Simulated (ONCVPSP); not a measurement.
Logarithmic derivatives: Pm (Z = 61), ONCV

* Element: Pm (Z = 61)
* Generator: ONCVPSP 4.0.1
* Type: optimised norm-conserving Vanderbilt (ONCV)
* Functional: LDA (Perdew-Wang 92)
* Relativity: fully relativistic
* Frozen core: [Kr] 4d10
* Valence charge: 15
* Reference configuration: 4f5 5s2 5p6 6s1.5 6p0.5
* Partial waves: 5s+6s: rc 2.55 bohr, ncon 4, nbas 8, qcut 5.2 1/bohr, 2 projectors; 5p+6p: rc 3.00 bohr, ncon 4, nbas 7, qcut 4.7 1/bohr, 2 projectors; d scattering state at 0.35 Ha: rc 3.10 bohr, ncon 4, nbas 8, qcut 3.6 1/bohr, 3 projectors, debl 3.15 Ha; 4f: rc 1.25 bohr, ncon 5, nbas 10, qcut 15 1/bohr, 2 projectors, debl 3.2 Ha
* Local potential: polynomial inside 1.25 bohr (lpopt 5, dvloc0 4 Ha)
* Core correction: none

Open shells are filled in proportion to 2j + 1.

In the d channel the program set the typed energies aside and used -0.087, 3.063, 6.213 Ha (j = l + 1/2; the other j can differ).

The phase is arctan(r·R′/R) of the radial function R(r), unwrapped; energies in Ha, scanned from -3 to 5 Ha. A pole is an energy at which the radial function vanishes at the test radius. The pseudo phase is shifted by a multiple of π to meet the all-electron one at the reference energy, and phase errors are pseudo minus all-electron; the curves can meet again beyond the range given. Levels narrower than the energy grid can be missing from the lists of poles.

```
channel  radius (bohr)  reference energy (Ha)  poles, all-electron      poles, pseudo  unbroken range about the reference energy with phases within 0.05 rad  phase error 1 Ha above the reference energy (rad)
      s           2.59                  -0.15          -1.46, 2.32  -1.46, 1.20, 2.42                                                              below 1.1                                             -0.011
   p3/2           3.05                  -0.06          -0.73, 1.84  -0.73, 1.79, 3.68                                                              below 2.4                                             -0.002
   p1/2           3.05                  -0.06          -0.88, 1.68  -0.88, 1.65, 3.95                                                              below 2.4                                             -0.002
   d5/2           3.14                  -0.09           0.26, 2.65         0.27, 2.65                                                              below 0.9                                             +0.067
   d3/2           3.14                  -0.09           0.24, 2.61         0.25, 2.62                                                              below 0.8                                             +0.115
   f7/2           1.27                  -0.10                 0.93               0.93                                                        the whole range                                             +0.000
   f5/2           1.27                  -0.12                 0.89               0.89                                                        the whole range                                             +0.000
```

Note: no bound ghost flagged; GHOST(+) flagged for s at 33.3 eV, d5/2 at 384.2 eV.

Phases in the f5/2 channel:

```tsv
E (Ha)	all-electron	pseudo
-2.98	1.093	1.093
-2.54	1.023	1.023
-2.10	0.916	0.917
-1.66	0.736	0.737
-1.22	0.387	0.388
-0.78	-0.260	-0.259
-0.34	-0.914	-0.914
0.10	-1.274	-1.274
0.54	-1.469	-1.469
0.98	-1.593	-1.593
1.42	-1.689	-1.689
1.86	-1.774	-1.774
2.30	-1.862	-1.862
2.74	-1.964	-1.964
3.18	-2.097	-2.097
3.62	-2.289	-2.288
4.06	-2.585	-2.583
4.50	-3.019	-3.013
4.94	-3.499	-3.490
```
